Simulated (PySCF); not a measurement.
CH₈FNOSi₂, SMILES C[Si@@H](O)[Si@H](N)F.

Geometry optimised at PBE-D3(BJ)/def2-SVP. The structure was generated by enumeration; whether it is a known compound was not checked. Other conformers were not sampled.

The numbers are results of PBE-D3(BJ)/def2-SVP (PySCF), not measurements.

Frequencies are harmonic and unscaled.

Computed vibrational spectrum:
```
mode  ν (cm⁻¹)  IR (km/mol)           moving atoms (share of kinetic energy)
----  --------  -----------  -----------------------------------------------
1           37          5.3           O 27 %, N 23 %, F 17 %, H 15 %, C 13 %
2           94          3.9           F 23 %, O 20 %, C 18 %, H 17 %, N 17 %
3          126          2.2                  H 38 %, Si 31 %, C 14 %, F 13 %
4          155          1.7                                           H 81 %
5          184          3.4   O 25 %, H 25 %, N 18 %, F 12 %, C 12 %, Si 8 %
6          217          2.1                  O 27 %, Si 27 %, H 20 %, F 19 %
7          249         11.0  H 25 %, Si 24 %, N 14 %, O 14 %, C 13 %, F 10 %
8          286          7.9                  Si 35 %, H 24 %, F 22 %, N 13 %
9          345         16.9                                   H 78 %, Si 9 %
10         433          0.4                                  Si 75 %, H 19 %
11         497         94.4                                   H 74 %, N 22 %
12         556        105.9                                    H 88 %, N 9 %
13         608         96.0                                           H 93 %
14         658         24.7                          H 52 %, C 31 %, Si 11 %
15         706         10.8                           H 73 %, C 10 %, Si 8 %
16         734         49.5                          H 62 %, C 20 %, Si 16 %
17         763        101.2                          H 53 %, Si 15 %, N 13 %
18         787         27.9           H 44 %, F 19 %, Si 17 %, N 10 %, O 9 %
19         805         40.6                          H 55 %, O 17 %, Si 14 %
20         838         85.0                  H 45 %, Si 20 %, O 16 %, N 14 %
21         873         89.6                          Si 41 %, H 31 %, F 20 %
22         886        141.8                           H 69 %, Si 14 %, C 9 %
23         903        164.6                          H 60 %, Si 21 %, N 11 %
24         985        153.1                                           H 85 %
25        1214         18.8                                   H 78 %, C 22 %
26        1376          2.8                                           H 96 %
27        1382          4.9                                           H 96 %
28        1501         33.1                                   H 90 %, N 10 %
29        2114        146.8                                           H 97 %
30        2159        127.7                                           H 97 %
31        2976          1.8                                           H 97 %
32        3076          1.7                                    H 91 %, C 9 %
33        3084          2.1                                    H 91 %, C 9 %
34        3462         23.7                                           H 96 %
35        3555         26.2                                    H 91 %, N 9 %
36        3604        137.2                                           H 94 %
```
